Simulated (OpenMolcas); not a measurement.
## OpenMolcas run: Tc4+

Tc4+ among 6 point charges of -1.7 e arranged as a tetragonal octahedron (D4h), 1.91 Å from the ion, with the axial distance 1.891 Å. With inversion symmetry the input lists one of each pair of outer charges.

Input:

```
&GATEWAY
Coord
1

Tc 0.0 0.0 0.0
Basis=ANO-RCC-VDZP
Group=XYZ
NoMove
AngMom=0.0 0.0 0.0
AMFI
XField
3 Angstrom 0
1.910000 0.000000 0.000000 -1.700000
0.000000 1.910000 0.000000 -1.700000
0.000000 0.000000 1.890900 -1.700000
&SEWARD
&RASSCF
FileOrb=start.orb
Symmetry=1
Spin=4
nActEl=3 0 0
Inactive=9 9
Ras2=5 0
CIRoot=10 10 1
SDav=10
CIMx=300
Iter=120 100
PrWF=0.3
OrbListing=Nothing
MaxOrb=0
>>> COPY $Project.JobIph JOB001
&RASSCF
FileOrb=start.orb
Symmetry=1
Spin=2
nActEl=3 0 0
Inactive=9 9
Ras2=5 0
CIRoot=40 40 1
SDav=40
CIMx=300
Iter=120 100
PrWF=0.3
OrbListing=Nothing
MaxOrb=0
>>> COPY $Project.JobIph JOB002
&RASSI
NrOfJobIphs=2 10 40
1 2 3 4 5 6 7 8 9 10
1 2 3 4 5 6 7 8 9 10 11 12 13 14 15 16 17 18 19 20 21 22 23 24 25 26 27
28 29 30 31 32 33 34 35 36 37 38 39 40
IphNames
JOB001
JOB002
EJob
SpinOrbit
DIPRint=1.0
SOCoupling=1000.0
Subsets=2
Property=9
'ANGMOM' 1 'ANGMOM' 2 'ANGMOM' 3 'MLTPL  1' 1 'MLTPL  1' 2 'MLTPL  1' 3
'AMFI' 1 'AMFI' 2 'AMFI' 3
SOProperty=3
'ANGMOM' 1 'ANGMOM' 2 'ANGMOM' 3
```

A driver script runs the steps one by one and writes start.orb anew before each from the orbitals found so far.

Output, cut to the results:

```
--- SEWARD ---
Basis set label: TC.ANO-RCC...6S5P3D1F.

      Electronic valence basis set:
      ------------------
      Associated Effective Charge  43.000000 au
      Associated Actual Charge     43.000000 au
      Nuclear Model: Point charge

      Shell  nPrim  nBasis  Cartesian Spherical Contaminant
         s      21       6        X
         p      18       5        X
         d      13       3                 X
         f       6       1                 X
                  Relativistic Douglas-Kroll-Hess integrals:
                    - DKH order of Hamiltonian: 2
                    - DKH order of Properties : 0
                  Atomic mean-field integrals
--- RASSCF ---
Wave function specifications:
      -----------------------------

      Number of closed shell electrons          36
      Number of electrons in active shells       3
      Max number of holes in RAS1 space          0
      Max nr of electrons in RAS3 space          0
      Number of inactive orbitals               18
      Number of active orbitals                  5
      Number of secondary orbitals              20
      Spin quantum number                      1.5
      State symmetry                             1
Orbital specifications:
      -----------------------

      Symmetry species                           1   2
                                                ag  au
      Frozen orbitals                            0   0
      Inactive orbitals                          9   9
      Active orbitals                            5   0
      RAS1 orbitals                              0   0
      RAS2 orbitals                              5   0
      RAS3 orbitals                              0   0
      Secondary orbitals                         7  13
      Deleted orbitals                           0   0
      Number of basis functions                 21  22
      Number of CSFs                            10
      Number of root(s) required                10
      Iter CI   SX   CI       RASSCF       Energy    max ROT     max BLB   max BLB  Level Ln srch  Step   QN
          iter iter root      energy       change     param      element    value   shift minimum  type update
 Nr of preliminary CI iterations:   1
      Total energies have been shifted. Add                -4000.00 au
        1   1    7    0  -290.26071859    0.00E+00   2.13E-01*   9  15 2 -3.14E-01*  0.30   0.00    SX    NO
        2   1    7    0  -290.48359320   -2.23E-01*  2.99E-02    8  14 2  5.80E-02*  0.39   0.00    SX    NO
        3   1    6    0  -290.48857564   -4.98E-03*  7.58E-03    8  14 2  1.05E-02*  0.40   0.00    SX    NO
        4   1    5    0  -290.48880700   -2.31E-04* -1.52E-03    8  14 2  3.37E-03*  0.40   0.00    SX    NO
        5   1    5    0  -290.48882052   -1.35E-05*  4.76E-04    8  14 2  7.73E-04*  0.40   1.33    QN   YES
        6   1    4    0  -290.48882143   -9.10E-07*  2.95E-05    8  11 2 -2.80E-05   0.40   1.01    QN   YES
        7   1    4    0  -290.48882143   -2.01E-09   2.01E-05    7  10 2 -5.70E-06   0.40   1.43    QN   YES
      Convergence after  7 iterations
        8   1    4    0  -290.48882143   -2.82E-10   2.01E-05    9  12 2  1.51E-06   0.40   1.43    QN   YES
      Natural orbitals and occupation numbers for root  1
      sym 1:   1.000000   1.000000  -0.000000   1.000000  -0.000000
      Natural orbitals and occupation numbers for root  2
      sym 1:   0.000000   1.000000   0.000000   1.000000   1.000000
      Natural orbitals and occupation numbers for root  3
      sym 1:   1.000000   0.001493   0.001493   0.998507   0.998507
::    RASSCF root number  1 Total energy:  -4290.56173285
::    RASSCF root number  2 Total energy:  -4290.51716108
::    RASSCF root number  3 Total energy:  -4290.51628625
::    RASSCF root number  4 Total energy:  -4290.51628625
::    RASSCF root number  5 Total energy:  -4290.48821281
::    RASSCF root number  6 Total energy:  -4290.48821281
::    RASSCF root number  7 Total energy:  -4290.48665453
::    RASSCF root number  8 Total energy:  -4290.43815341
::    RASSCF root number  9 Total energy:  -4290.43815341
::    RASSCF root number 10 Total energy:  -4290.43736089
--- RASSCF ---
Wave function specifications:
      -----------------------------

      Number of closed shell electrons          36
      Number of electrons in active shells       3
      Max number of holes in RAS1 space          0
      Max nr of electrons in RAS3 space          0
...
--- RASSI ---
SPIN-FREE ENERGIES:
  (Shifted by EMIN (a.u.) =      -4290.5617328470)

 SF State       Relative EMIN(au)   Rel lowest level(eV)    D:o, cm**(-1)      L_eff

     1             0.0000000000        0.0000000000              0.0000         3.0
     2             0.0445717715        1.2128596908           9782.3731         3.0
     3             0.0454465945        1.2366648372           9974.3746         3.0
     4             0.0454465945        1.2366648372           9974.3746         3.0
     5             0.0735200393        2.0005821857          16135.7835         2.7
     6             0.0735200393        2.0005821857          16135.7835         2.7
     7             0.0750783217        2.0429852104          16477.7870         2.8
    11             0.0763373014        2.0772437935          16754.1011         4.0
    12             0.0765402942        2.0827675098          16798.6529         4.0
    13             0.0802456057        2.1835941723          17611.8747         4.0
    14             0.0802456057        2.1835941723          17611.8747         4.0
    15             0.0803142604        2.1854623617          17626.9427         4.0
    16             0.1056158513        2.8739537239          23180.0000         3.6
    17             0.1056158513        2.8739537239          23180.0000         3.6
    18             0.1059562326        2.8832159695          23254.7051         3.6
    19             0.1105868499        3.0092214866          24271.0081         4.0
    20             0.1233674205        3.3569985303          27076.0191         4.5
    21             0.1234072875        3.3580833667          27084.7689         4.4
    22             0.1234072875        3.3580833667          27084.7689         4.4
     8             0.1235794379        3.3627678157          27122.5516         1.5
     9             0.1235794379        3.3627678157          27122.5516         1.5
...
```

Spin-orbit levels above the lowest (labels of D4, the rotations of D4h):

| E (cm-1) | Degeneracy | Label | 2S+1 | g |
| --- | --- | --- | --- | --- |
| 0.0 | 2 | E1/2 | 4 | 0.01 0.01 5.08 |
| 2.6 | 2 | E3/2 | 4 | 1.67 3.40 3.40 |
| 9574 | 2 | E3/2 | 4 | 1.99 2.62 2.62 |
| 9709 | 2 | E1/2 | 4 | 0.92 1.58 1.58 |
| 9828 | 2 | E3/2 | 4 | 1.45 1.45 3.58 |
| 10018 | 2 | E1/2 | 4 | 0.78 0.78 1.02 |
| 10157 | 2 | E3/2 | 4 | 0.36 1.43 1.43 |
| 10344 | 2 | E1/2 | 4 | 1.41 3.13 3.13 |
| 15665 | 2 | E3/2 | 4 | 2.69 2.81 2.81 |
| 15813 | 2 | E1/2 | 4 (68 %) | 1.78 1.78 3.35 |
| 15876 | 2 | E3/2 | 4 | 0.20 1.79 1.79 |
| 16180 | 2 | E3/2 | 4 (64 %) | 1.56 1.56 3.73 |
| 16209 | 2 | E1/2 | 4 (76 %) | 1.78 1.78 5.92 |
| 17043 | 2 | E1/2 | 4 (76 %) | 2.62 3.64 3.64 |
| 17095 | 2 | E3/2 | 2 (85 %) | 0.15 0.15 1.68 |
| 17171 | 2 | E1/2 | 2 (80 %) | 0.70 1.13 1.13 |
| 18297 | 2 | E1/2 | 2 (79 %) | 0.22 0.91 0.91 |
| 18536 | 2 | E1/2 | 2 (62 %) | 2.18 2.18 3.80 |
| 18602 | 2 | E3/2 | 2 (61 %) | 1.31 1.31 3.86 |
| 23514 | 2 | E3/2 | 2 | 0.27 0.27 0.59 |

Without dynamic correlation the repulsion within the d shell is too large (B by tens of per cent), so at a given field states of lower spin stand too high. This is an electrostatic model: the charges have no orbitals. No measured value stands beside these numbers.
